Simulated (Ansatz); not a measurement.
Program: Ansatz. Geometries: PBE0-D4/def2-TZVP. ΔE: electronic, gas phase. CBS: MP2 limit from def2 TZ/QZ plus the TZ coupled-cluster correction, frozen cores. DFT in def2-TZVPP. For Ge outer-core shells are correlated without core-valence functions, which leaves a few kJ/mol of doubt a bond. Scalar relativity is left out up to krypton. One conformer a species, not always the lowest.

Consider the formal exchange of groups at the Al–C bond: `CC1=[C]([AlH2])N1` + `[OH][GeH3]` → `[AlH2][GeH3]` + `CC1=C(O)N1`.

`CC1=[C]([AlH2])N1`:

```xyz
11

C     1.341    0.812   -1.146
C     0.616    0.157   -0.063
C    -0.458   -0.267    0.525
Al   -2.311   -0.537    0.837
N     0.966   -0.425    1.191
H     2.035    0.107   -1.615
H     1.945    1.626   -0.735
H     0.662    1.205   -1.902
H    -3.326    0.155   -0.163
H    -2.782   -1.455    2.035
H     1.312   -1.377    1.037
```

`[OH][GeH3]`:

```xyz
6

O    -0.447   -1.198    0.498
Ge    0.283    0.334   -0.050
H    -1.312   -1.354    0.114
H     1.634    0.387    0.668
H    -0.617    1.518    0.352
H     0.459    0.313   -1.581
```

`[AlH2][GeH3]`:

Cartesian coordinates in Å:
```
Al -0.964 0.937 0.506
Ge 0.717 -0.661 -0.365
H -1.845 1.798 -0.496
H -1.189 1.091 2.070
H 1.893 -0.892 0.604
H 0.071 -2.043 -0.600
H 1.319 -0.230 -1.717
```

`CC1=C(O)N1`:

Cartesian coordinates in Å:
```
C 1.478 -0.572 0.441
C 0.150 -0.075 0.113
C -1.055 -0.004 -0.287
O -2.237 -0.528 -0.558
N -0.420 1.265 -0.516
H 2.172 -0.376 -0.384
H 1.441 -1.650 0.614
H 1.885 -0.097 1.338
H -2.757 0.141 -1.018
H -0.657 1.897 0.257
```

(1) Is it downhill or uphill in electronic energy at CCSD(T)/CBS, and by how much? (Estimate.)

(2) What do these levels give: PBE-D4, r2SCAN-D4, CCSD(T)/def2-TZVPP, HF/def2-QZVPP, HF/CBS(def2), CCSD/CBS(def2)? (An estimate is asked.)

Largest T1 diagnostic among the species: 0.013.

Results:

(1) Ansatz gave: Uphill: ΔE = +1.24 eV.

(2) The calculation gave: PBE-D4 0.97, r2SCAN-D4 1.16, CCSD(T)/def2-TZVPP 1.23, HF/def2-QZVPP 1.36, HF/CBS(def2) 1.36, CCSD/CBS(def2) 1.23 eV.
